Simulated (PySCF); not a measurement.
# Tm(OH)3(NH3) at several levels of theory

Computed with PySCF 2.14.0 (density fitting, no spin-orbit coupling) at the geometry relaxed with PBE0:

```xyz
11
Tm(OH)3(NH3) (singlet in the valence; each metal's 4f electrons, 12 of them, lie in its core potential, out of spins and levels)
Tm    0.1465   -0.1936    0.2430
O     1.1549    1.2950    1.1869
H     1.6778    1.9197    1.6832
O    -1.3942   -1.0889    1.2174
H    -2.0381   -1.5566    1.7443
O     1.0952   -1.2237   -1.2276
H     1.5983   -1.7510   -1.8431
N    -1.2166    1.2402   -1.2197
H    -1.8118    1.8713   -0.6823
H    -0.6386    1.8192   -1.8297
H    -1.8297    0.6891   -1.8213
```

```csv
level,basis,state,HOMO (eV),gap (eV),charge on Tm1 (e),population of f-type functions on Tm1 (polarisation alone where 4f lies in the core),dipole about the centre of mass (D),largest force component (eV/Å)
PBE0,"Tm lcecp-1-SVP with ECP58, O def2-SVP, H def2-SVP, N def2-SVP",singlet,-6.98,6.89,0.88,0.07,4.22,0.02
PBE,the same,singlet,-5.29,4.47,0.62,0.07,4.18,0.39
PBE0,"Tm lcecp-1-TZVP with ECP58, O def2-TZVP, H def2-TZVP, N def2-TZVP",singlet,-7.25,6.89,1.57,0.08,4.21,0.22
```

In the lcecp rows the 4f levels are missing from HOMO and gap, and the state counts the valence alone.

Charges are Mulliken's, which hang on the basis. The relaxation used the grid (50, 194), these runs (75, 302) or, all-electron (x2c bases, spin-free X2C Hamiltonian), (99, 590).

Q: What does TPSS with Tm lcecp-1-SVP with ECP58, O def2-SVP, H def2-SVP, N def2-SVP give here?

A: state singlet, HOMO (eV) -5.37, gap (eV) 4.79, charge on Tm1 (e) 0.75, population of f-type functions on Tm1 (polarisation alone where 4f lies in the core) 0.07, dipole about the centre of mass (D) 4.16, largest force component (eV/Å) 0.36. Time: 13 s on 2 threads of Arm Neoverse V1 (shared host), from an already converged density.

In the first row's basis the gap widens with exact exchange: 4.5 to 4.8 eV for PBE, TPSS (none); 6.9 eV for PBE0 (a fixed share).

An lcecp potential fixes the number of 4f electrons, so in runs with it no electron can move into or out of that shell.
